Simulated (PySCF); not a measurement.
Si5H12.
Numbering: `[SiH3:1][SiH2:2][SiH:3]([SiH3:4])[SiH3:5]` (hydrogens: H6, H7, H8 on Si1; H9, H10 on Si2; H11 on Si3; H12, H13, H14 on Si4; H15, H16, H17 on Si5)

Structure used (PBE0-D3(BJ)/def2-TZVP), in Å, numbered top down from 1:
```
atom  x, y, z in Å
Si1   -2.8996   -1.0398    0.0165
Si2   -0.6281   -1.4744    0.3594
Si3    0.6935    0.1838   -0.6242
Si4    2.9501   -0.2203   -0.1737
Si5    0.0716    2.2633    0.2441
H6    -3.2524    0.2698    0.6278
H7    -3.1883   -0.9759   -1.4414
H8    -3.7494   -2.0976    0.6269
H9    -0.3458   -1.4915    1.8229
H10   -0.2736   -2.8107   -0.1974
H11    0.4652    0.1805   -2.0990
H12    3.3553   -1.5621   -0.6723
H13    3.8139    0.8091   -0.8129
H14    3.1641   -0.1735    1.2980
H15    0.9362    3.3455   -0.2990
H16   -1.3453    2.5698   -0.0905
H17    0.2151    2.2364    1.7248
```

The calculation used PBE0-D3(BJ)/def2-TZVP geometry optimisation, gas phase in PySCF 2.14.0.

Masses are those of the commonest isotopes; rigid-rotor values at the optimised geometry. The values belong to one conformer with, in the numbering `[SiH3:1][SiH2:2][SiH:3]([SiH3:4])[SiH3:5]`, Si1–Si2–Si3–Si4 177°.

Q: Give the principal moments of inertia and the rotational constants in GHz.

A: Ia = 273.85, Ib = 646.35, Ic = 858.11 u·Å²; 505379 MHz·u·Å²/I gives 1845, 781.9 and 588.9 MHz, that is A = 1.8454, B = 0.7819, C = 0.5889 GHz.

Q: Classify the top.

A: An asymmetric top; Ray's κ = -0.693.

Q: What does the inertial defect say?

A: Not planar: Δ = Ic − Ia − Ib = -62.09 u·Å². For a rigid frame Δ = −2 Σ m c², so Σ m c² = 31.04 u·Å² lies off the ab plane: 16.57 from hydrogen and 14.47 from heavier atoms. The atom farthest from that plane is 2.04 Å away.

Q: Give the other two planar moments, Paa and Pbb, and the rms extents of the mass along the axes.

A: Paa = Σ m a² = (Ib + Ic − Ia)/2 = 615.30 and Pbb = Σ m b² = (Ia + Ic − Ib)/2 = 242.81 u·Å². With the mass M = 151.98 u, the rms extents √(P/M) along a, b and c are 2.01, 1.26, 0.45 Å.

Q: Which lines would a microwave search look for?

A: The dipole components are |μa| = 0.01 D, |μb| = 0.08 D, |μc| = 0.12 D. Intensities carry the squares of the components, which stand as 0.01 : 0.42 : 1.00 (a : b : c). Some lines, for components of 0.1 D or more:

| type | branch | J(Ka,Kc) | MHz | lower level (cm⁻¹) |
| --- | --- | --- | --- | --- |
| c | Q | 2(1,2) ← 2(0,2) | 895 | 0.136 |
| c | Q | 1(1,1) ← 1(0,1) | 1064 | 0.046 |
| c | R | 1(1,0) ← 0(0,0) | 2627 | 0.000 |
| c | Q | 2(2,1) ← 2(1,1) | 3191 | 0.186 |
| c | R | 2(1,1) ← 1(0,1) | 4191 | 0.046 |
| c | R | 2(2,0) ← 1(1,0) | 6149 | 0.088 |
| c | R | 2(2,1) ← 1(1,1) | 6318 | 0.081 |

Stationary, but not proved a minimum. Zero-point vibration and centrifugal distortion are left out. A rigid rotor knows nothing of internal rotation, which can split or shift real lines.

Hardware: 2 threads of an AMD EPYC 9B45 (shared host). Cost: 2.3 min wall, 6.0 min CPU, 1.4 GiB resident at most. These figures are those of the optimisation.
